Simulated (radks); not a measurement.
Results of a calculation; reference values are marked as such.
Dispersion coefficients C6 (hartree bohr^6) between ground-configuration atoms and ions, from the Casimir-Polder integral (3/pi) of alpha_A(iw) alpha_B(iw). Code: a radial shooting solver on a logarithmic mesh with Libxc functionals. Model: scalar-relativistic Kohn-Sham, LB94 model potential, spin-polarised, spherical densities, finite nucleus; Fermi nuclear charge, rms radius of each element as measured or else 0.836 A^(1/3) + 0.57 fm. Response by self-consistent Sternheimer equations with the Hartree and adiabatic LDA kernel, the relativistic mass of each level held fixed and spin-orbit coupling left out.

C6          He        Li+       Be2+        B3+        C4+         N5+         O6+         F7+        Ne8+
He       1.468
Li+     0.3107    0.08162
Be2+   0.09852    0.02941    0.01169
B3+    0.03979    0.01282   0.005463   0.002699
C4+    0.01886   0.006374   0.002852   0.001472  0.0008321
N5+    0.01001   0.003492   0.001617  0.0008627  0.0005021   0.0003103
O6+   0.005784   0.002060  0.0009780  0.0005346  0.0003182   0.0002003   0.0001314
F7+   0.003563   0.001288  0.0006224  0.0003465  0.0002098   0.0001341  0.00008926  0.00006145
Ne8+  0.002309  0.0008441  0.0004132  0.0002332  0.0001432  0.00009278  0.00006257  0.00004367  0.00003147

Static polarisabilities (bohr^3): He ([He]) 1.390, Li+ ([He]) 0.1984, Be2+ ([He]) 0.05388, B3+ ([He]) 0.02018, C4+ ([He]) 0.009177, N5+ ([He]) 0.004751, O6+ ([He]) 0.002699, F7+ ([He]) 0.001644, Ne8+ ([He]) 0.001058. The combination rule 2 Ca Cb / ((alpha_b/alpha_a) Ca + (alpha_a/alpha_b) Cb) gives 0.00006276 for Ne8+-O6+, against 0.00006257 from the integral.
